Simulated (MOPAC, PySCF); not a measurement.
C₂H₅B, SMILES `BC=C`, neutral singlet in the gas phase. 

Cartesian coordinates (Å):
SMILES: BC=C
```xyz
8

B      1.2795    -0.1274     0.0662
C     -0.1408    -0.1032    -0.5298
C     -1.1922     0.1872     0.2437
H      1.4145     0.1173     1.2248
H      2.2353    -0.3819    -0.5953
H     -0.3268    -0.3176    -1.5785
H     -1.0589     0.4086     1.2976
H     -2.2103     0.2164    -0.1313
```
Charge 0, spin multiplicity 1.

All levels are single points at this geometry (M06-2X/def2-TZVP); Pople sets use spherical d functions. Orbital energies aren't observables, and empty levels follow the basis.

```
level                          HOMO (eV)  LUMO (eV)  gap (eV)  dipole (D)  vertical IE, Delta-SCF (eV)
-----------------------------  ---------  ---------  --------  ----------  ---------------------------
M06-2X/def2-TZVP in PySCF          -9.64      -1.12      8.52        1.15                        10.79
PBE-D3(BJ)/def2-TZVP in PySCF      -7.48      -3.08      4.40        1.39                            –
B3LYP/6-311+G** in PySCF           -8.27      -2.30      5.96        1.29                            –
B3LYP/6-31G* in PySCF              -7.95      -1.87      6.09        1.36                        10.75
SVWN5/6-31G* in PySCF              -7.35      -2.96      4.39        1.47                            –
HF/3-21G in PySCF                 -10.66       2.00     12.66        1.29                            –
HF/STO-3G in PySCF                 -9.13       5.46     14.60        0.93                            –
AM1 in MOPAC                      -10.81       0.43     11.24        0.83                            –
PM3 in MOPAC                      -11.22      -0.48     10.73        1.66                            –
```
